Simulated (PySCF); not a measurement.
CH4ClNOSi2, SMILES O[Si@@]1(Cl)N=C[SiH2]1. Heavy atoms are numbered as in [OH:1][Si@@:2]1([Cl:3])[N:4]=[CH:5][SiH2:6]1. Hydrogens are named by the atom that carries them.

Geometry optimised at TPSSh-D3(BJ)/def2-SVP. The structure was generated by enumeration; whether it is a known compound was not checked. The values are those of a single conformer.

Level of theory: KT2/pcSseg-1 in PySCF.

GIAO shieldings, no solvent; atoms alike by connectivity are averaged. δ = σ(ref) − σ: ¹⁷O against H2O (σ = 330.4 ppm); ²⁹Si against TMS (σ = 361.9 ppm); ³⁵Cl against HCl (σ = 945.4 ppm); ¹⁵N against NH3 (σ = 266.2 ppm); ¹³C against TMS (σ = 185.1 ppm); ¹H against TMS (σ = 31.47 ppm), references at their B3LYP-D3(BJ)/def2-TZVP geometries, non-relativistic (without spin–orbit terms, shifts of atoms bonded to Cl or Br come out too high).

Computed chemical shifts:
```
nucleus       atoms  count  δ (ppm)
-------  ----------  -----  -------
¹⁷O         O1 (OH)      1     93.5
²⁹Si            Si2      1      4.0
²⁹Si     Si6 (SiH2)      1      2.6
³⁵Cl            Cl3      1    133.9
¹⁵N              N4      1    549.3
¹³C         C5 (CH)      1    201.1
¹H          H on C5      1    10.38
¹H         H on Si6      2     6.16
¹H          H on O1      1     3.20
```
